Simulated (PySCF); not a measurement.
# Vibration and rotation of SrI

PBE0 constants of SrI, ²Σ⁺ (doublet), unpaired electrons σ ↑ (PySCF, spin-free X2C with a Gaussian nucleus, basis sets Sr x2c-TZVPall, I x2c-TZVPall; masses 87.9056 and 126.9045 u):

| Item | Value |
| --- | --- |
| ωe | 172.2 cm⁻¹ |
| ωexe | 0.355 cm⁻¹ |
| Be | 0.036796 cm⁻¹ |
| αe | 0.000110 cm⁻¹ |
| D (centrifugal) | 6.72e-09 cm⁻¹ |
| De to Sr + I | 3.29 eV |

(1) Give the vibrational terms G(v) and spacings up to v = 6.

(2) How well does the Morse estimate ωe²/(4ωexe) reproduce De, and what is D0?

Spin–orbit coupling is left out, which matters for elements this heavy, above all for dissociation energies. The state was picked by a PBE0 search and need not be the measured ground state.

## Answers

(1) G(v) = ωe(v+½) − ωexe(v+½)².

```
v  G(v) (cm⁻¹)  G(v) − G(v−1)  Bv (cm⁻¹)
0         86.0                   0.03674
1        257.5          171.5    0.03663
2        428.3          170.8    0.03652
3        598.4          170.1    0.03641
4        767.7          169.4    0.03630
5        936.4          168.6    0.03619
6       1104.3          167.9    0.03608
```

(2) It gives 2.59 eV, 79 % of the computed De. D0 = De − G(0) = 3.29 − 0.01 = 3.28 eV.
